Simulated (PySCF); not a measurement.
Sn(Br)(OH)2(NH2) (BrH₄NO₂Sn), SMILES [NH2][Sn]([OH])([OH])[Br].

The structure is a stationary point at PBE0-D3(BJ)/def2-SVP. The structure was generated by enumeration; whether it is a known compound was not checked. The def2 effective core potentials stand for the cores of Sn; spin–orbit coupling is left out. One conformer was computed; it need not be the lowest.

The numbers are results of PBE0-D3(BJ)/def2-SVP (PySCF 2.14.0), not measurements.

Frequencies are harmonic and unscaled.

Computed vibrational spectrum:
```csv
mode,ν (cm⁻¹),IR (km/mol),moving atoms (share of kinetic energy)
1,83,15.6,"O 42 %, H 41 %"
2,108,8.4,"N 33 %, H 27 %, O 19 %, Br 13 %"
3,120,18.9,"H 70 %, N 16 %"
4,148,39.8,"O 29 %, H 29 %, N 20 %, Sn 18 %"
5,154,14.6,"O 42 %, H 36 %, Sn 13 %"
6,171,19.8,"O 44 %, H 30 %, N 11 %"
7,202,30.2,"O 42 %, H 39 %, N 14 %"
8,235,66.2,"H 52 %, O 25 %, Br 16 %"
9,270,130.9,"Br 41 %, Sn 35 %, H 14 %, O 9 %"
10,555,126.6,"N 58 %, H 36 %"
11,631,56.8,"O 75 %, H 14 %"
12,648,86.9,"O 83 %, Sn 14 %"
13,667,55.4,"H 43 %, N 32 %, O 14 %, Sn 12 %"
14,847,39.3,H 93 %
15,869,85.1,H 91 %
16,880,70.6,H 90 %
17,1530,18.2,"H 92 %, N 8 %"
18,3545,28.3,H 96 %
19,3651,32.0,"H 91 %, N 9 %"
20,3881,93.7,H 94 %
21,3888,80.1,H 94 %
```
